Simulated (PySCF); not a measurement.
UHF on Rb (rubidium, neutral)

Configuration: [Kr] 5s1, 2S determinant. All numbers are calculated (PySCF 2.14, scalar relativity through the core potential, in def2-SVP with the def2 core potential (28 electrons) (5s3p2d, 24 functions)).

```
Total energy             : -23.802374 hartree
One-electron energy      : -39.4549 hartree
Hartree (Coulomb) energy : 19.0518 hartree
Exchange energy          : -3.3993 hartree
⟨S²⟩                     : 0.7503
⟨L²⟩                     : 0.000
Sum of ⟨r⟩               : 19.00 bohr
Sum of ⟨r²⟩              : 60.86 bohr²
Time after the integrals : 0.06 s of wall time on 1 thread of Intel(R) Xeon(R) Platinum 8375C CPU @ 2.90GHz (shared host)
```

| shell | electrons | mean orbital energy (eV) | rms radius, mean of both spins (bohr) |
| --- | --- | --- | --- |
| 4s α | 1 | -42.969 | 1.58 |
| 4s β | 1 | -42.876 | 1.58 |
| 4p α | 3 | -22.040 | 1.86 |
| 4p β | 3 | -21.997 | 1.86 |
| 5s α | 1 | -3.817 | 5.92 |

Energies and moments cover only the electrons outside the core potential.
